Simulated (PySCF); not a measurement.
# Electron affinity of Ba by level of theory

Ba⁻ [Xe] 5d1 6s2 (2D) → Ba [Xe] 6s2 (1S), as a difference of total energies. Computed with PySCF 2.14 in aug-cc-pVQZ-X2C, with the spin-free X2C one-electron Hamiltonian (Gaussian nucleus). Correlated levels: valence: [Xe] frozen. The calculations carry no spin-orbit coupling.

| method | electron affinity (eV) |
| --- | --- |
| UHF | -0.855 |
| LDA | 0.072 |
| PBE | 0.086 |
| PBE0 | -0.057 |
| r2SCAN | 0.211 |
| revPBE | 0.105 |
| B3LYP | -0.090 |
| M06-L | -0.192 |
| MP2 (valence) | -0.721 |
| SCS-MP2 (valence) | -0.781 |

A first-order spin-orbit estimate (lowest level to lowest level, LS coupling) adds 0.044 eV.

The configuration of this anion was assumed by filling the next shell in order. It is not the known or likely ground configuration (Ca⁻, Sr⁻ and Ba⁻, for instance, bind a p electron), so these values are not the electron affinity of the element.

A negative affinity means that the anion lies above the atom at that level of theory.

In the anion the highest occupied orbital energy is positive at LDA, PBE, PBE0, r2SCAN, revPBE, B3LYP, M06-L, a self-interaction effect; the basis confines that electron, and the energy difference can still be sensible.
